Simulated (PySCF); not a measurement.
# Mo²⁺: excitation energy

Mo²⁺ [Kr] 4d4 (5D) → Mo²⁺ [Kr] 4d3 5p1 (high-spin determinant), as a difference of total energies. All numbers are calculated (PySCF 2.14, scalar relativity through the core potential, in aug-cc-pwCVTZ-PP with ECP28MDF (8s8p7d4f3g, 122 functions)). Correlated levels: valence: 4s2 4p6 frozen; valence and next inner shell: nothing frozen outside the core potential. The calculations carry no spin-orbit coupling.

```
                                method  excitation energy (eV)
                                   UHF                   9.133
                                   LDA                   9.195
                                   PBE                   9.109
                                  PBE0                   9.292
                                r2SCAN                   9.150
                               wB97X-V                   9.335
                                  TPSS                   8.990
                               LC-wPBE                   9.508
                         MP2 (valence)                   9.405
                     SCS-MP2 (valence)                   9.224
    MP2 (valence and next inner shell)                   9.554
SCS-MP2 (valence and next inner shell)                   9.422
```

Q: How much does correlation contribute at MP2 (valence and next inner shell)?

A: 9.554 − (9.133) = 0.421 eV, measured against UHF.

The determinant of the upper state mixes LS terms, which raises its energy above the lowest term, most at the Hartree-Fock and MP2 levels.
